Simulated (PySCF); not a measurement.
Species: C7H12N (doublet state).
SMILES with atom numbers: `[CH3:1][N:2]1[CH2:3][C:4]2[CH2:5][CH2:6][C@@H:7]2[CH2:8]1` (hydrogens: H9, H10, H11 on C1; H12, H13 on C3; H14, H15 on C5; H16, H17 on C6; H18 on C7; H19, H20 on C8)

Cartesian coordinates in Å at the GFN2-xTB level; atoms count from 1:
```xyz
20
C7H12N angstrom
C      2.5254   -0.0075    0.1920
N      1.0868    0.0408    0.1885
C      0.5231    1.1248   -0.6244
C     -0.8728    0.6894   -0.8937
C     -2.0319    0.9952    0.0164
C     -1.9695   -0.4753    0.4775
C     -0.9590   -0.7999   -0.6465
C      0.4586   -1.2014   -0.2497
H      2.8514   -0.8002    0.8654
H      2.9133    0.9423    0.5582
H      2.9505   -0.2001   -0.8077
H      1.0789    1.2372   -1.5744
H      0.5856    2.0699   -0.0792
H     -1.8538    1.7598    0.7729
H     -2.9563    1.2310   -0.5112
H     -2.9089   -1.0231    0.4328
H     -1.5216   -0.5780    1.4621
H     -1.3686   -1.4311   -1.4336
H      0.4865   -1.9298    0.5647
H      0.9774   -1.6334   -1.1230
```

The hyperfine couplings belong to this conformer and change with its torsions.

The calculation used PySCF 2.14.0, UKS B3LYP, pcH-1 on C H N, non-relativistic, mean-field spin-orbit, GIAO. One conformer (not necessarily the lowest) at the GFN2-xTB geometry, without solvent, vibrations or thermal averaging. A GFN2-xTB geometry isn't a minimum of the functional, and hyperfine couplings can be far from their values at a DFT geometry. No stability test was run, so a lower SCF solution isn't excluded.

Task: Give the principal g shifts and their parts.

Result: 
| Δg (ppm) | 1 | 2 | 3 |
| --- | --- | --- | --- |
| relativistic mass correction | -156 | -156 | -156 |
| gauge correction | 10 | 35 | 22 |
| orbital Zeeman/spin–orbit | -53 | 595 | 664 |
| total | -199 | 474 | 530 |

So g = 2.00212, 2.00279, 2.00285 and g_iso = 2.00259; the tensor is close to axial: the two nearest values differ by 8 % of g3 − g1. 

Task: What effective moment and Curie constant follow for a powder?

Result: With the mean of g² = 4.0104 and S(S+1) = 0.75: μ_eff = √(⟨g²⟩S(S+1)) = 1.734 μB and χT = 0.12505·⟨g²⟩·S(S+1) = 0.376 cm³ K/mol (cgs; spin-Hamiltonian part alone).

Task: How much does each term add to the isotropic shift?

Result: The orbital-Zeeman/spin–orbit term 402, the mass correction -156 and the gauge correction 22 ppm, for a total of 268 ppm. The orbital-Zeeman/spin–orbit term is the largest in size. The mass correction is the same along every axis, so the anisotropy comes from the other two: their spans along these axes are 25 (gauge) and 718 ppm (orbital Zeeman/spin–orbit).

Task: In a frozen sample, at which fields do the three g values resonate at 9.5, 34, 94 and 263 GHz (hyperfine left aside), and which band first spreads them over more than twice a line width of 0.3 mT?

Result: 
| band | GHz | B(g3) mT | B(g2) mT | B(g1) mT | spread mT |
| --- | --- | --- | --- | --- | --- |
| X | 9.5 | 338.89 | 338.90 | 339.02 | 0.12 |
| Q | 34.0 | 1212.88 | 1212.92 | 1213.33 | 0.44 |
| W | 94.0 | 3353.27 | 3353.36 | 3354.49 | 1.22 |
| J | 263.0 | 9382.01 | 9382.27 | 9385.43 | 3.42 |

The spread grows in proportion to the frequency. W band is the first where it exceeds 0.6 mT.

The largest Mulliken spin population is on C4 (+0.94). The angles at C4 add up to 325.1°, so it is pyramidal.

The HOMO–LUMO gaps are 6.54 eV among the α and 4.32 eV among the β orbitals.
